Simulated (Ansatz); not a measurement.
The same path of AlClFH3O (7 atoms, charge 0, multiplicity 1) was run twice with different band settings. Lost on the way: Al1–H2, F6–H7. Made: H2–H7.

All numbers below come from Ansatz, RHF/def2-SVP.

Relaxed end points:

```xyz
7
Properties=species:S:1:pos:R:3
Al -0.001 -0.259 0.209
H -0.022 -1.201 1.457
O 1.298 -0.154 -0.861
H 2.157 -0.535 -0.864
Cl -1.879 0.377 -0.617
F 0.114 1.603 1.117
H -0.598 2.093 0.812
```

```xyz
7
Properties=species:S:1:pos:R:3
Al 0.043 0.724 -0.285
H -0.153 -0.410 1.775
O 1.463 -0.112 -0.532
H 1.708 -0.872 -1.027
Cl -1.774 0.105 -1.110
F 0.092 2.200 0.436
H -0.309 0.288 1.995
```

Common settings: spring 5.0 eV/Å²; optimiser quadratic models (default); start path through a guess of the saddle point; force threshold 0.05 eV/Å; iteration limit 60; end points relaxed.

| run | movable images | climbing image |
| --- | --- | --- |
| 1 | 5 | yes |
| 2 | 4 | no |

Q: What does each run give, and how far can it be trusted?

A: Run 1: converged after 21 iterations, highest image 0.715 eV above the first end. Neighbouring images differ by up to 1.7 eV, so the band resolves the path poorly. A vibrational analysis at the climbing image gives one clearly imaginary mode, 1446i cm⁻¹: a first-order saddle point.
Run 2: converged after 26 iterations, highest image 0.111 eV above the first end. The profile has 2 maxima (images 1, 3) with wells between them (image 2): this band takes more than one step, which may be the mechanism or a detour left from its start path. No image climbed, so the highest image needn't sit at the top of the path. A band with more images between the same ends climbed to 0.72 eV, so this one has probably stepped over the top.
The orbitals stay closed-shell, which can raise the energy where a bond breaks towards radicals; this wasn't checked here.
